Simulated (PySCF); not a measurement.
## CH5Cl3O3Si3: full NMR table

```yaml
Formula: CH5Cl3O3Si3
SMILES: ClC(Cl)(Cl)[SiH]1O[SiH2]O[SiH2]O1
InChI: InChI=1S/CH5Cl3O3Si3/c2-1(3,4)10-6-8-5-9-7-10/h10H,8-9H2
Point_group_of_the_computed_structure: Cs
Degrees_of_unsaturation: 1
Carbon_signals: 1
Proton_signals: 3
```

Atom-mapped SMILES (the numbers label the heavy atoms): `[Cl:1][C:2]([Cl:3])([Cl:4])[SiH:5]1[O:6][SiH2:7][O:8][SiH2:9][O:10]1`. Each H is labelled by its parent atom. Ha(Si7), Ha(Si9) are cis to C2 on the ring; Hb(Si7), Hb(Si9) are trans to C2 on the ring.

Calculated, not measured (PySCF 2.14): shieldings: GIAO PBE0/pcSseg-1, geometry: PBE0-D3(BJ)/def2-SVP. One conformer, averaged over atoms made equivalent by symmetry, fast rotation or ring inversion, no solvent, relativity neglected.

Chemical shifts δ = σref − σ; ¹H (31.27 ppm) and ¹³C (184.41 ppm) and ²⁹Si (351.99 ppm) against TMS; ¹⁷O (334.56 ppm) vs H2O, all at this level.

| carbon | δC, type | δH (multiplicity) | HMBC from (2–3 bonds) | span of the C tensor (ppm) |
| --- | --- | --- | --- | --- |
| C2 | 110.6, C | – | H(Si5) | 39 |

Other nuclei:
| atoms | nucleus | environment | δ (ppm) | σ (ppm) |
| --- | --- | --- | --- | --- |
| Ha(Si7)/Ha(Si9) | ¹H | hydrogen on a silicon bonded to 2 O, in a 6-membered ring | 5.28 | 25.99 |
| Hb(Si7)/Hb(Si9) | ¹H | hydrogen on a silicon bonded to 2 O, in a 6-membered ring | 5.21 | 26.05 |
| H(Si5) | ¹H | hydrogen on a silicon bonded to C, 2 O, in a 6-membered ring | 4.68 | 26.58 |
| Si7/Si9 | ²⁹Si | silicon bonded to 2 O, 2 H, in a 6-membered ring | -29.5 | 381.5 |
| Si5 | ²⁹Si | silicon bonded to C, 2 O, H, in a 6-membered ring | -51.3 | 403.3 |
| O6/O10 | ¹⁷O | oxygen bonded to 2 Si, in a 6-membered ring | 91.0 | 243.5 |
| O8 | ¹⁷O | oxygen bonded to 2 Si, in a 6-membered ring | 82.4 | 252.2 |

1. δC 110.6: fully substituted sp3 carbon bonded to 3 Cl and Si; 3 electronegative neighbours deshield it.
2. δH 5.28, 5.21: hydrogen on a silicon bonded to 2 O, in a 6-membered ring.
3. δH 4.68: hydrogen on a silicon bonded to C, 2 O, in a 6-membered ring.

Carbons that carry Cl, above all several Cl atoms, come out too deshielded, partly because spin–orbit coupling is missing. Shifts are as computed. Against solution values, carbons near 30 ppm lie about +2 ppm off and those near 130 ppm about +5 ppm; carbons on Cl a further +5 ppm. Of 1309 compounds with measured shifts, 239 miss one by over three times the rms of a fit or turn the order of signals round; such compounds aren't used in these exercises. Experimental scales use liquid or dissolved standards, which lie at an offset from isolated H2O (liquid H2O: subtract about 36 ppm). Multiplicities follow the n + 1 count of equivalent neighbours, as no J values were calculated; m marks all less simple cases, F and P coupling included.
